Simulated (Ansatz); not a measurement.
The first iterations of a band of H5NSi + H5NSi (14 atoms, charge 0, multiplicity 1).

Method: Ansatz, RKS r2SCAN-D4/cc-pVDZ.

```yaml
movable_images: 5
climbing_image: yes
spring: 5.0 eV/Å²
optimiser: quadratic models (default)
start_path: through a guess of the saddle point
force_threshold: 0.5 eV/Å
iteration_limit: 60
end_points: relaxed
```

Image 0:

```xyz
14
Properties=species:S:1:pos:R:3
Si -0.448 0.538 0.036
N -0.279 0.111 1.744
H -1.157 -0.063 2.234
H 0.250 0.785 2.300
H 0.931 0.725 -0.508
H -1.245 1.783 -0.243
H -1.131 -0.611 -0.635
N 1.558 -2.448 1.496
H 1.258 -2.964 0.669
Si 3.226 -1.921 1.483
H 4.108 -3.128 1.376
H 3.647 -0.971 0.386
H 3.482 -1.221 2.784
H 0.882 -1.692 1.666
```

Image 6:

```xyz
14
Properties=species:S:1:pos:R:3
Si 0.711 -0.039 -0.787
N -0.383 -0.757 3.082
H -0.292 -1.618 3.627
H -1.385 -0.670 2.896
H 1.807 0.227 -1.773
H -0.035 1.234 -0.508
H -0.266 -0.984 -1.437
N 1.427 -0.636 0.689
H 0.782 -0.674 1.504
Si 2.880 -1.583 0.886
H 2.692 -3.071 0.738
H 3.885 -1.147 -0.136
H 3.431 -1.356 2.265
H -0.173 -0.004 3.743
```

| iteration | highest image above the first end (eV) | largest band force component (eV/Å) |
| --- | --- | --- |
| 1 | 70.580 | 243.025 |
| 2 | 32.337 | 91.491 |
| 3 | 16.794 | 51.159 |
| 4 | 6.301 | 20.747 |

**Question.** Does the band converge within its limit, and where does its top end?

**Answer.** It converged. It ended after 14 iterations with the highest image 1.336 eV above the first end. The threshold of 0.5 eV/Å is loose, so the images may lie well off the minimum-energy path. Neighbouring images differ by up to 1.3 eV, so the band resolves the path poorly. The order of the point at the top wasn't checked. The orbitals stay closed-shell, which can raise the energy where a bond breaks towards radicals; this wasn't checked here.

The run took 57 s on 4 threads of AMD EPYC 9R45 96-Core Processor (Zen 5) (shared host), peak memory 0.22 GiB.
